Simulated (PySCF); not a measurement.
# Working out the excitation energy of Nb

Nb [Kr] 4d4 5s1 (6D) → Nb [Kr] 4d5 (6S). Calculation: PySCF 2.14, in aug-cc-pVDZ-PP with ECP28MDF; a scalar-relativistic core potential. Frozen: 4s2 4p6. Energies in hartree (1 hartree = 27.21139 eV):

```json
{"part": "UHF", "Nb (lower)": "-56.147420", "Nb (upper)": "-56.086901"}
{"part": "MP2 opposite-spin", "Nb (lower)": "0.000000", "Nb (upper)": "0.000000"}
{"part": "MP2 same-spin", "Nb (lower)": "-0.042572", "Nb (upper)": "-0.052306"}
```

Task: What does Hartree-Fock give?

Result: (-56.086901) − (-56.147420) = 0.060519 hartree = 1.647 eV.

Task: What do MP2 and SCS-MP2 (6/5 opposite-spin, 1/3 same-spin) give?

Result: The opposite-spin parts differ by 0.000 eV and the same-spin parts by -0.265 eV. MP2: 1.647 + (0.000) + (-0.265) = 1.382 eV. SCS-MP2: 1.647 + 1.2 × (0.000) + (-0.265)/3 = 1.559 eV.

A double-zeta basis recovers only part of the correlation energy.
